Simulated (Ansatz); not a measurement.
Cd₃⁺, relaxed as a doublet with UKS r2SCAN/def2-TZVP in Ansatz, starting from the GFN1-xTB geometry. Force threshold 0.02 eV/Å.

In the def2 sets Cd takes a core potential; there is no spin–orbit coupling. The relaxation made no stability test and no search for a lower SCF solution. The structure comes from a short search, and lower isomers may exist.

Start:

| atom | x (Å) | y (Å) | z (Å) |
| --- | --- | --- | --- |
| Cd1 | -1.284 | 0.081 | 1.105 |
| Cd2 | 1.279 | -1.080 | 0.262 |
| Cd3 | 0.005 | 1.000 | -1.367 |

```
step  energy (eV)  largest force component (eV/Å)  SCF passes
   1  -13693.9245                           0.793          54
   2  -13694.1190                           0.429          29
   3  -13694.2292                           0.365          31
   4  -13694.3484                           0.288          29
   5  -13694.4636                           0.290          27
   6  -13694.5630                           0.230          25
   7  -13694.6312                           0.223          22
   8  -13694.6887                           0.205          21
   9  -13694.7360                           0.150          21
  10  -13694.7705                           0.110          21
  11  -13694.7941                           0.068          21
  12  -13694.8072                           0.027          21
  13  -13694.8100                           0.002          22
```

Force components are those of the run's own axes.

End:

```xyz
3

Cd   -2.495    1.080    0.889
Cd    2.495   -1.079   -0.891
Cd    0.000   -0.001    0.002
```

Bonds lost: Cd1–Cd2 (atoms count from 1). The end is the same structure that another start reached, the lowest one found.

No frequencies were taken in this run, so the end may be a saddle point.

Run time 16 s (4 threads of Intel Xeon 6975P-C on a shared host).
